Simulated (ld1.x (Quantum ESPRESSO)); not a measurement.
## N (Z = 7): excitation energies, all-electron against ultrasoft

| Property | Result |
| --- | --- |
| Element | N (Z = 7) |
| Generator | ld1.x (Quantum ESPRESSO) 7.5 |
| Type | ultrasoft |
| Functional | PBE |
| Relativity | scalar-relativistic |
| Frozen core | [He] |
| Valence charge | 5 |
| Reference configuration | 2s2 2p2.5 (charge +0.5) |
| Partial waves | 2s (bound): rcut 0.65, rcutus 0.90 bohr; 2s channel at -1 Ry: rcut 0.65, rcutus 0.90 bohr; 2p (bound): rcut 1.65, rcutus 2.05 bohr; 2p channel at 0.1 Ry: rcut 1.65, rcutus 2.05 bohr; 3d channel at 0.2 Ry: rcut 1.75, rcutus 2.25 bohr; 3d channel at 2.35 Ry: rcut 1.75, rcutus 2.25 bohr |
| Local potential | all-electron potential smoothed inside 1.95 bohr (lloc = -1) |
| Core correction | a·sin(br)/r model core inside 0.90 bohr |
| Augmentation charge | PSQ, inside the norm-conserving radii |

Energies are relative to the spin-unpolarised reference configuration 2s2 2p2.5; without spin polarisation the order of configurations can differ from experiment.

```csv
valence configuration,charge,ΔE all-electron (eV),error AE − PS (meV)
2s2 2p3,0,-5.093,+6.1
2s2 2p2,+1,8.498,+9.0
2s2 2p1,+2,37.352,+113
2s1 2p4,0,6.414,+45
2s1 2p3,+1,20.279,+19
2s1 2p0,+4,162.253,+734
```

Problem. What are ΔE and the potential's error for 2s2 2p3.3?

Solution. ΔE = -6.713 eV all-electron; the error (AE − PS) is +12 meV.
